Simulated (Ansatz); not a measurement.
A single point on FGeI₃ (`[F][Ge]([I])([I])[I]`).

```yaml
crystal:
  periodic: [false, false, false]
  atoms:
    - {symbol: F, position_ang: [-0.359150, -0.044641, 1.757336]}
    - {symbol: Ge, position_ang: [-0.005737, -0.016041, 0.066889]}
    - {symbol: I, position_ang: [1.888666, -1.586702, -0.282697]}
    - {symbol: I, position_ang: [-2.073195, -0.756916, -1.097043]}
    - {symbol: I, position_ang: [0.599316, 2.330501, -0.485985]}
basis:
  gaussian: {orbitals: def2-TZVPP}
correlation: {method: mp2}
```

```sh
$ ansatz run in.yaml --threads 4 --pin off --events-out ev --progress --plain --max-ram 11315MiB
```

It prints (some lines left out):

```
Functional definition: HF
1968 factors; integrals over basis functions are off by at most 9.7e-4 eV
mean field evaluation 1: about -83400.1839 eV, gradient 3.5e1 eV
mean field evaluation 2: about -83400.2755 eV, gradient 3.5e1 eV
mean field evaluation 4: about -83402.9199 eV, gradient 3.2e0 eV
mean field evaluation 8: about -83402.9632 eV, gradient 5.5e-1 eV
mean field evaluation 16: about -83402.9643 eV, gradient 1.3e-6 eV
mean field -83402.96427010 eV, -3065.0024043666 hartree, gradient 1.3e-6 eV, S^2 0.000000; 0 other end points of the search recorded, 0 dependent functions left out
22 core orbitals not correlated: weight in the atoms' cores, before any rotation towards them, 1.000 or more for the frozen orbitals, at most 0.000 for the correlated occupied ones
reference -83402.96427010 eV, -3065.0024043666 hartree; 36, 36 occupied and 171, 171 virtual orbitals, 1968 factors
second order -53.80987446 eV of doubles, -0.00000000 eV of singles
Total energy: -83456.77414456 eV, -3066.9798807794 hartree
```

Run time 6.5 s (4 threads of an Arm Neoverse V2 on a shared host); peak host memory 0.81 GiB.
